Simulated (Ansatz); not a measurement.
Molecule: C5H11B (charge 0, singlet). SMILES: C=CCB(C)C
Coordinates optimised at B3LYP-D3(BJ)/def2-TZVP (Ansatz, a program for electronic structure):
```xyz
17

C      2.3048     0.0343    -0.8497
C      1.4015    -0.6655    -0.1703
C      0.5428    -0.1290     0.9419
B     -0.8727     0.1281     0.2784
C     -1.8282    -1.0750    -0.0385
C     -1.2921     1.6001    -0.0632
H      2.5227     1.0680    -0.6055
H      2.8652    -0.4056    -1.6643
H      1.2164    -1.6964    -0.4591
H      0.4722    -0.8766     1.7390
H      0.9881     0.7797     1.3524
H     -1.4129    -2.0655     0.1549
H     -2.7278    -0.9666     0.5821
H     -2.1902    -1.0399    -1.0708
H     -2.1771     1.6958    -0.6945
H     -0.4675     2.1512    -0.5257
H     -1.4980     2.1259     0.8788
```
Charge 0, spin multiplicity 1.

Quantity: atomisation energy (electronic, to ground-state atoms); the coupled-cluster value holds the core correlation from cc-pwCVTZ, in kcal/mol. Cores are frozen in the correlated levels unless marked. UHF or UKS for open shells. Spin-orbit coupling is left out. No relativistic terms. Basis-set limits of correlation are two-point, X^-3; Hartree-Fock from the larger set.

Level to compare with: CCSD(T)/CBS(cc-pVTZ,cc-pVQZ) plus the core term (Ansatz), 1646.1 kcal/mol. It is a level with limits of its own, and the differences hold the functionals' basis error too.

Rank these functionals by how close they come to CCSD(T)/CBS(cc-pVTZ,cc-pVQZ), closest first: PBE/def2-TZVPD (Ansatz); LC-wPBE/def2-TZVPD (Ansatz); BHLYP/def2-TZVPD (Ansatz); SVWN5/def2-TZVPD (Ansatz).

LC-wPBE/def2-TZVPD (range-separated hybrid, 1641.6 kcal/mol, difference -4.5), PBE/def2-TZVPD (GGA, 1666.6 kcal/mol, difference 20.5), BHLYP/def2-TZVPD (global hybrid, 1603.9 kcal/mol, difference -42.2), SVWN5/def2-TZVPD (LDA, 1855.5 kcal/mol, difference 209.4)
